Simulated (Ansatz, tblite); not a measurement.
Isomers of Li6Cl5 (doublet), found by a short tight-binding search and relaxed with r2SCAN-D4/def2-SVP in Ansatz.

The xTB rows come from tblite. Correlated methods freeze 25 core orbitals; core or outer-core shells of Li are correlated, in sets that lack core-valence functions.

Other spin states weren't relaxed.

A:

Cartesian coordinates in Å:
```
Li -1.642 -1.456 -0.513
Li -0.282 0.391 -2.329
Li 1.920 -1.161 -1.068
Li 0.691 -0.046 2.145
Li 1.744 1.616 -0.021
Li -1.647 1.162 0.829
Cl 0.239 2.200 1.633
Cl -2.337 0.643 -1.301
Cl 2.630 -0.377 0.933
Cl 0.029 -1.950 -2.031
Cl -1.345 -1.023 1.723
```

B:

```
atom   x (Å)   y (Å)   z (Å)
 Li1   0.065   2.232   1.089
 Li2   1.366  -0.170  -2.520
 Li3  -1.479   0.008   1.997
 Li4   1.199  -0.607   0.555
 Li5  -0.155  -2.361  -1.626
 Li6  -1.347   0.521  -1.017
 Cl7   0.692   0.565   2.563
 Cl8   2.076  -1.929  -1.197
 Cl9  -2.193   1.835   0.767
Cl10  -1.156  -1.553   0.308
Cl11   0.934   1.458  -0.920
```

Estimate which lies lowest at each level, and how far above it the others are (kJ/mol).


```csv
level,A,B
GFN1-xTB,0.0,5.0
GFN2-xTB,18.4,0.0
HF/STO-3G,0.0,17.2
HF/def2-SVP,0.0,23.5
HF/def2-TZVP,0.0,23.4
PBE-D4/def2-SVP,0.0,7.4
PBE-D4/def2-TZVP,0.0,8.8
r2SCAN-D4/def2-TZVP,0.0,7.2
PBE0-D4/def2-SVP,0.0,7.7
PBE0-D4/def2-TZVP,0.0,9.0
BHLYP-D4/def2-TZVP,0.0,11.1
B2PLYP/def2-TZVP,0.0,15.4
MP2/def2-SVP,0.0,11.3
MP2/def2-TZVP,0.0,11.0
CCSD/def2-SVP,0.0,12.8
CCSD(T)/def2-SVP,0.0,11.8
```
Point groups (tolerance 0.1 Å): A Cs, B Cs. Lower isomers may exist.
